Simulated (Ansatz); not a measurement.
Born–Oppenheimer molecular dynamics of BCl2HO (5 atoms, charge 0, multiplicity 1). It goes on from the last frame of an earlier run, with new velocities.

Level of theory: RKS PBE0/def2-SVP in Ansatz.

- ensemble: NVE (velocity Verlet)
- time step: 0.5 fs
- steps asked: 150
- starting velocities drawn for: 300 K
- seed: 5946

First frame:

```xyz
5
Properties=species:S:1:pos:R:3
B 0.018 -0.103 -0.054
Cl -0.055 -0.094 1.712
Cl 1.579 0.194 -0.861
O -1.052 -0.349 -0.780
H -1.862 -0.451 -0.275
```

Question: How far do the bonds stretch over the last three quarters of this one trajectory? (Pairs bonded in most of those frames.)

Answer: 
| bond | mean (Å) | spread (Å) | shortest | longest |
| --- | --- | --- | --- | --- |
| B1–Cl2 | 1.767 | 0.016 | 1.73 | 1.79 |
| B1–Cl3 | 1.750 | 0.024 | 1.71 | 1.80 |
| B1–O4 | 1.343 | 0.043 | 1.28 | 1.41 |
| O4–H5 | 0.965 | 0.012 | 0.95 | 0.98 |

Mean temperature of the second half: 172 K. The conserved energy stayed within 0.14 meV per atom of its start (net change 0.14 meV per atom), so the integration is sound. Over the second half the temperature averaged 0.57 of the 300 K drawn at the start: a run that starts near a minimum puts about half its kinetic energy into the potential. A run of 0.075 ps of so small a system gives no equilibrium averages.

The run took 5.1 min on 1 thread of Arm Neoverse V1, on a shared host, peak memory 0.12 GiB.
